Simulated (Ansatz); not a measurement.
Coupled-cluster diagnostics for H2Ga(BH4) (GaBH₆), Ansatz.

Geometry of the singlet (r2SCAN-D4/def2-TZVP):

Cartesian coordinates in Å:
```
Ga -0.902 -0.687 -0.253
H 0.675 -0.635 0.548
B 0.797 0.606 0.223
H -0.260 0.952 -0.429
H -0.784 -1.445 -1.596
H -2.029 -0.698 0.807
H 1.712 0.675 -0.541
H 0.792 1.230 1.241
```

Correlated methods freeze 10 core orbitals; core or outer-core shells of Ga are correlated, in sets that lack core-valence functions.

**Question.** Estimate the CCSD(T) correlation energy, the shares of MP2 and (T), T1 and the reference's ⟨S²⟩ for: charge 0, singlet, own geometry in def2-TZVPP; charge 0, singlet, own geometry in def2-TZVPD; charge 1, doublet, vertical in def2-TZVPP; charge -1, doublet, vertical in def2-TZVPD; and the rough time on 4 threads of Arm Neoverse V2 on a shared host.

**Answer.** 
| state | basis | correlation (eV) | MP2 share (%) | (T) share (%) | T1 | ⟨S²⟩ (pure) | wall time | remarks |
| --- | --- | --- | --- | --- | --- | --- | --- | --- |
| charge 0, singlet, own geometry | def2-TZVPP | -11.725 | 89.9 | 3.3 | 0.013 | 0.00 (0.00) | 11 s | – |
| charge 0, singlet, own geometry | def2-TZVPD | -11.411 | 89.1 | 3.3 | 0.013 | 0.00 (0.00) | 7 s | – |
| charge 1, doublet, vertical | def2-TZVPP | -11.169 | 87.8 | 4.1 | 0.047 | 0.84 (0.75) | 48 s | large T1 |
| charge -1, doublet, vertical | def2-TZVPD | -12.067 | 89.0 | 3.6 | 0.019 | 0.76 (0.75) | 35 s | HOMO above zero |
Customary marks for T1 are 0.02 (closed shells), 0.045 (open shells) and about 0.05 (3d metals). T1 exceeds 0.02 in 1 of 4 rows and 0.045 in 1; the higher it lies, the less the single-reference result can be trusted.
